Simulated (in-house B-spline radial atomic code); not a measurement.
A fraction x of an electron is removed from 4d in Tc4+, starting from [Kr] 4d3 and keeping the highest spin. All numbers are computed (non-relativistic LDA exchange-only, spin-polarised, spherical fractional occupations; point nucleus) with an all-electron radial atomic-structure program (B-spline basis), not measured.

| x | E(x) - E(0) (eV) | 4d up level (eV) |
| --- | --- | --- |
| 0 | 0.0000 | -49.531 |
| 0.11 | 5.5353 | -51.114 |
| 0.14 | 7.0753 | -51.548 |
| 0.36 | 18.7678 | -54.756 |
| 0.42 | 22.0797 | -55.640 |
| 0.5 | 26.5781 | -56.822 |
| 0.6 | 32.3347 | -58.310 |
| 0.74 | 40.6446 | -60.407 |
| 0.82 | 45.5254 | -61.614 |
| 0.94 | 53.0281 | -63.434 |
| 1 | 56.8616 | -64.349 |

The exact functional would give a straight line between the two integer points. Deviations E(x) - E(0) - x[E(1) - E(0)], in eV: -0.719 at x = 0.11, -0.885 at x = 0.14, -1.702 at x = 0.36, -1.802 at x = 0.42, -1.853 at x = 0.5, -1.782 at x = 0.6, -1.433 at x = 0.74, -1.101 at x = 0.82, -0.422 at x = 0.94.

The curve lies below the straight line by up to 1.853 eV (at x = 0.5): convex, the delocalisation error that favours fractional charges.

(1) How well does Slater's transition state (minus the level at half occupation) give the ionisation energy?

## Answers

(1) It gives 56.822 eV against 56.862 eV from the two total energies; NIST lists 57.00 eV, ground level to ground level.
